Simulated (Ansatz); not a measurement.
BrClFH₂NSi (`N[Si](F)(Cl)Br`), charge 0, multiplicity 1.

(1) Give a relaxed structure at PBE0-D4/def2-TZVP (the Gaussian-basis code of Ansatz). (An estimate is asked.)

## Answers

(1) Computed: 
Z-matrix (Å, degrees):
```
Si
F 1 1.585
Cl 1 2.029 2 105.7
N 1 1.676 2 114.8 3 120.1
Br 1 2.194 2 105.5 3 -119.3
H 4 1.005 1 122.7 2 82.4
H 4 1.005 1 122.5 2 -85.9
```
